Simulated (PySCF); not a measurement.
Work out the structure from these simulated measurements.

Elements present: C, H, O and S. Monoisotopic mass: 148.0922 u.

| Item | Value |
| --- | --- |
| Dipole | 4.01 D [CAM-B3LYP/def2-SVPD] |
| 13C NMR | chemical shifts (computed TMS as zero) by class: 67.8 (1 C), 42.6 (1 C), 42.2 (1 C), 28.6 (1 C), 24.3 (1 C), 18.0 (1 C), 17.1 (1 C) ppm [GIAO B97-2/pcSseg-1] |
| UV, first state | lowest singlet excitation: 5.95 eV (208 nm, f = 0.010) [TDDFT CAM-B3LYP/def2-SVPD] |
| Rotational structure | rotational constants A, B, C: 3.104, 0.530, 0.515 GHz [PBE0-D3(BJ)/def2-SVP] |
| NMR, other nuclei | isotropic shieldings of nuclei other than C and H, by class: 283 (1 O), 213 (1 S) ppm [GIAO B97-2/pcSseg-1] |
| Triplet | lowest triplet excitation (Tamm–Dancoff): 5.23 eV [TDA CAM-B3LYP/def2-SVPD] |
| Valence photoelectron | vertical ionisation energy: 8.67 eV [ΔSCF CAM-B3LYP/def2-SVPD] |

The electronic properties come from PySCF, for the isolated species, density fitting. Levels stand in brackets. Geometry: PBE0-D3(BJ)/def2-SVP, one conformer, isolated molecule. NMR values are class means; diastereotopic atoms form classes of their own.

Question: Which formula fits the mass and the elements?

Answer: C7H16OS (calculated 148.0922). No other formula that holds each of these elements comes within 0.0003 u with a fitting electron parity and a possible valence count.

Question: Give a SMILES that accounts for the data.

Answer: Numbering: `[CH3:1][CH2:2][CH2:3][C@@H:4]([CH3:5])[CH2:6][S@@:7]([CH3:8])=[O:9]`. 7 carbons fall into 7 classes; from least to most shielded: sp3 carbon bound to sulfur [C6] (67.8 ppm), chain CH2 carbon [C3] (42.6 ppm), S-methyl carbon [C8] (42.2 ppm), sp3 CH carbon [C4] (28.6 ppm), chain CH2 carbon [C2] (24.3 ppm), methyl carbon [C5] (18.0 ppm), methyl carbon [C1] (17.1 ppm). The other shieldings belong to: 283 ppm, sulfinyl oxygen [O9]; 213 ppm, sulfinyl sulfur [S7]. The first electron is taken from the HOMO, whose largest Löwdin shares are 0.52 on the sulfinyl oxygen, 0.30 on the sulfinyl sulfur, 0.07 on the sp3 carbon bound to sulfur and 0.06 on the S-methyl carbon. The optimised geometry has point group C1 and is an asymmetric top. Structure: `CCC[C@@H](C)C[S@@](C)=O`. Computed isomers that give other values at the same levels: `C[S@@](=O)CCC(C)(C)C` (rotational constant A: 2.687 GHz; this holds for the one conformer computed). The assignments are read from this structure; whether some other isomer fits the data as well wasn't checked. The mirror image fits equally.

Shape of the structure used: `[CH3:1][CH2:2][CH2:3][C@@H:4]([CH3:5])[CH2:6][S@@:7]([CH3:8])=[O:9]`: C1–C2–C3–C4 176°, C2–C3–C4–C5 61°, C3–C4–C6–S7 168°, C4–C6–S7–C8 -171°.
